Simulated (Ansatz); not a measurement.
The same path of C₃H₆Si (10 atoms, charge 0, multiplicity 1) was run twice with different band settings. The coordinate that changes most is the dihedral C2–C3–Si4–H9.

Theory: Ansatz, RKS PBE-D4/STO-3G.

Relaxed end points:

```xyz
10
Properties=species:S:1:pos:R:3
C -0.423 2.011 -0.875
C -0.226 0.710 -0.756
C -0.022 -0.583 -0.591
Si 0.369 -1.358 1.067
H 0.404 2.710 -1.093
H -1.426 2.462 -0.772
H -0.088 -1.248 -1.475
H 0.520 -0.319 2.072
H 1.601 -2.128 0.968
H -0.708 -2.258 1.455
```

```xyz
10
Properties=species:S:1:pos:R:3
C 0.431 1.737 -1.344
C -0.158 0.692 -0.790
C -0.715 -0.355 -0.209
Si 0.044 -1.255 1.245
H 1.141 1.631 -2.183
H 0.234 2.768 -1.001
H -1.684 -0.723 -0.598
H -0.860 -1.192 2.385
H 1.316 -0.646 1.596
H 0.250 -2.655 0.899
```

Common settings: spring 5.0 eV/Å²; optimiser quadratic models (default); start path IDPP; force threshold 0.05 eV/Å; iteration limit 60; end points relaxed.

| run | movable images | climbing image |
| --- | --- | --- |
| 1 | 5 | yes |
| 2 | 1 | no |

Task: What does each run give, and how far can it be trusted?

Result: Run 1: converged after 6 iterations, highest image 0.026 eV above the first end. A vibrational analysis at the climbing image gives one clearly imaginary mode, 78i cm⁻¹: a first-order saddle point.
Run 2: converged after 15 iterations, highest image 0.025 eV above the first end. No image climbed, so the highest image needn't sit at the top of the path. So few images can step over the top or miss a turn of the path.
Limits of this set-up: minimal basis.
